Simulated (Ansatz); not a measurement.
One geometry of CoF₃, several levels of theory.

```yaml
crystal:
  periodic: [false, false, false]
  atoms:
    - {symbol: Co, position_ang: [0.084612, -0.149014, 0.001822]}
    - {symbol: F, position_ang: [1.746863, 0.205945, 0.012583]}
    - {symbol: F, position_ang: [-0.753983, 1.332292, -0.024952]}
    - {symbol: F, position_ang: [-1.077492, -1.389224, 0.010548]}
basis:
  gaussian: {orbitals: def2-TZVP, initial_orbitals: start.molden}
magnetization: {spin_polarized: true, initial_magnetization: 2}
hamiltonian: {xc: lda}
scf: {omitted_lower_state_checks: [starts]}
output: {orbitals: {seedname: orbitals}}
```

The file start.molden holds the orbitals of an earlier run on this structure, at another level or in another basis.

```sh
$ ansatz run in.yaml --threads 2 --pin off --events-out ev --progress --plain --max-ram 4352MiB
```

Shortened log:

```
Functional definition: SPW92
922 factors; their error is unknown
mean field evaluation 1: about -45660.8001 eV, gradient 3.5e1 eV
mean field evaluation 2: about -45661.5546 eV, gradient 1.5e0 eV
mean field evaluation 4: about -45661.7228 eV, gradient 1.8e-1 eV
mean field evaluation 8: about -45661.6999 eV, gradient 1.7e0 eV
mean field evaluation 16: about -45661.7208 eV, gradient 4.9e-5 eV
mean field -45661.72082109 eV, -1678.0372895490 hartree, gradient 2.7e-6 eV, S^2 2.230295; 0 other end points of the search recorded, 0 dependent functions left out
reference -45661.72085380 eV, -1678.0372907512 hartree; 28, 26 occupied and 110, 112 virtual orbitals, 922 factors
Total energy: -45661.72085380 eV, -1678.0372907512 hartree
Checks for a lower state left out: starts
```

It took 2.3 s on 2 threads of Intel Xeon 6975P-C on a shared host.

The first input with `hamiltonian: {xc: pbe0, dispersion: d4}` (abridged; 8 s):

```
Functional definition: PBE0
mean field evaluation 16: about -45767.9046 eV, gradient 8.1e-6 eV
mean field -45767.90456720 eV, -1681.9394702446 hartree, gradient 8.1e-6 eV, S^2 2.414438
Total energy: -45767.94576403 eV, -1681.9409842001 hartree
Checks for a lower state left out: starts
```

First input, but with `hamiltonian: {xc: {text: "exchange = 0.50*pbe_x + 0.50*exact_x\ncorrelation = pbe_c"}}` (abridged; 9.5 s):

```
Functional definition: unnamed
mean field -45767.71697027 eV, -1681.9325761847 hartree, gradient 9.1e-6 eV, S^2 2.524813
Total energy: -45767.71698751 eV, -1681.9325768183 hartree
Checks for a lower state left out: starts
```

As the first input, with `hamiltonian: {xc: {text: "exchange = 0.90*pbe_x + 0.10*exact_x\ncorrelation = pbe_c"}}` (abridged; 9 s):

```
Functional definition: unnamed
mean field evaluation 16: about -45768.3907 eV, gradient 4.2e-3 eV
mean field -45768.39066458 eV, -1681.9573339940 hartree, gradient 4.6e-6 eV, S^2 2.415761
Total energy: -45768.39069375 eV, -1681.9573350660 hartree
Checks for a lower state left out: starts
```

First input, but with `hamiltonian: {xc: {name: wB97M-V}}` (abridged; 28 s):

```
Functional definition: wB97M-V
mean field evaluation 16: about -45777.7107 eV, gradient 6.7e-6 eV
mean field -45777.71065388 eV, -1682.2998372833 hartree, gradient 6.7e-6 eV, S^2 2.220263
Total energy: -45777.71069296 eV, -1682.2998387196 hartree
Checks for a lower state left out: starts
```

As the first input, with `hamiltonian: {xc: {name: B97M-V}}` (abridged; 17 s):

```
Functional definition: B97M-V
mean field evaluation 16: about -45771.3487 eV, gradient 5.5e-5 eV
mean field -45771.34871907 eV, -1682.0660404913 hartree, gradient 3.0e-6 eV, S^2 2.298190
Total energy: -45771.34876604 eV, -1682.0660422175 hartree
Checks for a lower state left out: starts
```

First input, but with `hamiltonian: {xc: {name: r2SCANh}, dispersion: d4}` (abridged; 19 s):

```
Functional definition: r2SCANh
mean field evaluation 16: about -45777.7823 eV, gradient 2.4e-5 eV
mean field -45777.78234361 eV, -1682.3024718324 hartree, gradient 8.3e-6 eV, S^2 2.438349
Total energy: -45777.79431146 eV, -1682.3029116429 hartree
Checks for a lower state left out: starts
```

Geometry: PBE0-D4/def2-TZVP.

At LDA (SPW92)/def2-TZVP, PBE0-D4/def2-TZVP, PBE with 50 % exact exchange/def2-TZVP, PBE with 10 % exact exchange/def2-TZVP and others the charge 0 triplet is spin-contaminated (final ⟨S²⟩ up to 2.52, 2.00 for a pure state). At PBE0-D4/def2-TZVP a quintet of charge 0 lies 0.99 eV below the triplet, each at its own geometry.
